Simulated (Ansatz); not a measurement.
Molecule: NbCl4, net charge 1, singlet state. The spin state was set by rule; other spins were not relaxed. 
Geometry from a B3LYP-D3(BJ)/def2-TZVP (Ansatz, a first-principles code) optimisation:
```xyz
5

Nb     0.0000     0.0000     0.0000
Cl     1.7168    -0.5795    -1.2669
Cl     0.7040     0.3992     2.0575
Cl    -0.9415     1.8231    -0.8235
Cl    -1.4793    -1.6429     0.0329
```
Charge +1, spin multiplicity 1.

Basis-set convergence of Hartree-Fock and MP2 correlation energies (hartree) with Ansatz. Valence correlation only, unless marked. No spin-orbit coupling. Frozen are the shells of the preceding noble gas and the d and f shells that filled before the atom's block. Past Kr the def2 sets carry scalar-relativistic core potentials.

```csv
basis,functions,E(HF),"E(corr, MP2)"
def2-SVPD,142,-1893.74151,-0.75774
def2-TZVPPD,260,(withheld),(withheld)
```

Q: Complete the blanks.

A: 
- def2-TZVPPD, E(HF): -1894.38084
- def2-TZVPPD, E(corr, MP2): -0.95322
